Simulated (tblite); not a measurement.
Compound: C4H11FN2Si.
Atom-mapped SMILES: `[NH2:1][CH2:2][C@@H:3]1[CH2:4][Si@@H:5]([CH2:6][F:7])[NH:8]1` (hydrogens: H9, H10 on N1; H11, H12 on C2; H13 on C3; H14, H15 on C4; H16 on Si5; H17, H18 on C6; H19 on N8)

Computed geometry: GFN2-xTB, gas phase.

Give the optimised bond lengths and angles.

```json
{"bond": "N1–C2", "length (Å)": "1.450"}
{"bond": "C2–C3", "length (Å)": "1.533"}
{"bond": "C3–C4", "length (Å)": "1.536"}
{"bond": "C4–Si5", "length (Å)": "1.911"}
{"bond": "Si5–C6", "length (Å)": "1.914"}
{"bond": "C6–F7", "length (Å)": "1.381"}
{"bond": "Si5–N8", "length (Å)": "1.721"}
{"bond": "C3–N8", "length (Å)": "1.459"}
{"bond": "N1–H9, N1–H10", "length (Å)": "1.015"}
{"bond": "C2–H11", "length (Å)": "1.095"}
{"bond": "C2–H12", "length (Å)": "1.094"}
{"bond": "C3–H13", "length (Å)": "1.098"}
{"bond": "C4–H14", "length (Å)": "1.086"}
{"bond": "C4–H15", "length (Å)": "1.085"}
{"bond": "Si5–H16", "length (Å)": "1.467"}
{"bond": "C6–H17", "length (Å)": "1.091"}
{"bond": "C6–H18", "length (Å)": "1.091"}
{"bond": "N8–H19", "length (Å)": "1.007"}
```

Bonds in one row agree within 0.01 Å and their mean is given. A selection of angles:
```json
{"angle": "N1–C2–C3", "degrees": "114.9"}
{"angle": "C2–C3–C4", "degrees": "113.5"}
{"angle": "C2–C3–N8", "degrees": "113.0"}
{"angle": "C4–C3–N8", "degrees": "96.6"}
{"angle": "C3–C4–Si5", "degrees": "87.5"}
{"angle": "C4–Si5–C6", "degrees": "121.7"}
{"angle": "C4–Si5–N8", "degrees": "75.9"}
{"angle": "C6–Si5–N8", "degrees": "111.7"}
{"angle": "Si5–C6–F7", "degrees": "109.4"}
{"angle": "C3–N8–Si5", "degrees": "97.6"}
{"angle": "H9–N1–C2", "degrees": "109.9"}
{"angle": "H10–N1–C2", "degrees": "109.9"}
{"angle": "H19–N8–Si5", "degrees": "135.3"}
{"angle": "H19–N8–C3", "degrees": "119.4"}
```

Torsions: N1–C2–C3–C4 -73° (synclinal); C2–C3–C4–Si5 -107° (anticlinal); C3–C4–Si5–C6 -117° (anticlinal); C4–Si5–C6–F7 -128° (anticlinal); C4–Si5–N8–C3 11° (synperiplanar); C2–C3–N8–Si5 105° (anticlinal).

N1 (primary amine nitrogen) is pyramidal (angles 109.9°, 109.9° and 107.4°, sum 327.2°, 0.38 Å off the plane of its three neighbours). Of the pairs four or more bonds apart, Si5···H12 is among the closest relative to their van der Waals radii: 3.17 Å, 96 % of the sum of Bondi's values. N8 (silicon-bound nitrogen) has angles 135.3°, 119.4° and 97.6°, sum 352.2°, 0.20 Å off the plane of its three neighbours. The 4-membered ring C3–C4–Si5–N8 has internal angles of 75.9° to 97.6°; it is puckered, 0.08 Å rms from its mean plane, widest ring torsion 14°. Si5 (SiH silicon) has angles from 75.9° to 122.1°.

Point group: C1 (no symmetry element, even within 0.4 Å). GFN2-xTB frequencies show an imaginary mode (21i cm⁻¹), so the point is no minimum at that level. Torsions: H–N1–C2–C3 -60° and 58°, N1–C2–C3–C4 -73°, C4–Si5–C6–F7 -128°, C2–C3–C4–Si5 -107°, C3–C4–Si5–C6 -117°, C4–Si5–N8–C3 11°, C2–C3–N8–Si5 105°. 3 starts were optimised and ended at 0.00, 1.01 and 1.29 kcal/mol (GFN2-xTB); the lowest of these is shown.
